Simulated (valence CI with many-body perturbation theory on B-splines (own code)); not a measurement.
**Eu⁴⁸⁺: key properties**

Level of theory: configuration interaction combined with many-body perturbation theory (CI+MBPT): five valence electrons over a frozen Dirac-Fock core [Ne], a basis of 9 s, 9 p, 8 d, 6 f, 3 g, 1 h functions for each j, with the one-electron correlation potential Σ1, the two-electron term Σ2, the three-electron term Σ3, Breit, model QED; selected CI, second order for the rest, scaled by the run's own slope (own B-spline code, finite nucleus).

The last digits are not significant, and no measured levels were compared; by estimate large intervals hold to a few tenths of a per cent, small ones and those within an open d or f shell to about a per cent. Among the levels kept, up to 1200 cm⁻¹ of a level comes from second order outside the variational space, and about a tenth of that is noise between levels of different J, which matters for small intervals.

Levels are named by their leading jj configuration (3d3/2^4 stands for four electrons in 3d with j = 3/2), which in mixed levels can hold well under half, so a name can repeat and another be missing.

Rates and lifetimes use the calculated energies. Strong lines usually hold to 10 to 20 %, long lifetimes can be off by a factor of two.

Task: What is the ground level?

Result: (3s^2 3p1/2^2 3p3/2) J=3/2, composition 46 % 3s2 3p3 2P° + 27 % 3s2 3p3 4S° + 26 % 3s2 3p3 2D°, g = 1.363.

Task: What is the ionisation energy?

Result: 4133.7 eV; NIST lists 4131 ± 4 eV (theoretical).

Task: Among levels below 4017.2 × 10³ cm⁻¹, which E1 lines absorb most strongly from the ground level?

Result: to (3s^2 3p1/2 3p3/2 3d3/2) J=3/2 at 3.266 nm, f = 0.297; to (3s^2 3p1/2 3p3/2 3d3/2) J=5/2 at 3.326 nm, f = 0.268; to (3s^2 3p1/2 3p3/2 3d3/2) J=1/2 at 3.264 nm, f = 0.109.

Task: What are the static dipole polarisabilities of the lowest levels?

Result: (3s^2 3p1/2^2 3p3/2) J=3/2 0.00615 (tensor 0.00049) bohr³, of which the core gives 9.34e-05.

Task: Name the longest-lived excited levels whose lifetime is computed, and their main decay.

Result: (3s^2 3p1/2 3p3/2 3d5/2) J=9/2 at 3129.1 × 10³ cm⁻¹ lives 1.97 μs, mostly by M1 to (3s^2 3p1/2 3p3/2 3d3/2) J=7/2; (3s^2 3p1/2 3p3/2^2) J=5/2 at 1322.5 × 10³ cm⁻¹ lives 146 ns, mostly by M1 to (3s^2 3p1/2^2 3p3/2) J=3/2; (3s^2 3p1/2 3p3/2^2) J=1/2 at 1422.4 × 10³ cm⁻¹ lives 41.3 ns, mostly by M1 to (3s^2 3p1/2^2 3p3/2) J=3/2.
